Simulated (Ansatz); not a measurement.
AlBH8OSi2 from Hartree–Fock to CCSD(T)

```xyz
13

B    -0.548   -1.388    0.764
O     0.170   -0.483    1.544
Si    0.865    0.968    1.180
Si    0.434    1.354   -1.108
Al   -0.785   -0.734   -1.354
H     0.136   -1.788   -0.315
H    -0.961   -2.395    1.264
H     2.321    0.885    1.471
H     0.264    2.015    2.049
H    -0.389    2.572   -1.346
H     1.674    1.436   -1.928
H    -1.567   -1.617   -2.400
H    -1.613   -0.826    0.178
```

Charge 0, multiplicity 1. The bonds changed during the relaxation, so this is another structure than the one it started from. All single points use the PBE0-D4/def2-TZVP geometry. It is one conformer, not always the lowest. Frozen core, restricted reference, the Gaussian-basis code of Ansatz. CBS rows extrapolate triple and quadruple zeta; past MP2 they add the triple-zeta difference.

| basis | HF (Eh) | MP2 corr. |
| --- | --- | --- |
| def2-SVP | -923.70600 | -0.54814 |
| def2-TZVPP | -924.12119 | -0.68591 |
| def2-QZVPP | -924.15149 | -0.73615 |

Task: Estimate the CCSD correlation energy and the (T) correction in each basis where they were run (hartree).

Result: 
| basis | CCSD corr. | (T) |
| --- | --- | --- |
| def2-SVP | -0.61831 | -0.01762 |
| def2-TZVPP | -0.75134 | -0.02892 |
| CBS(def2) | -0.83879 | as TZ |
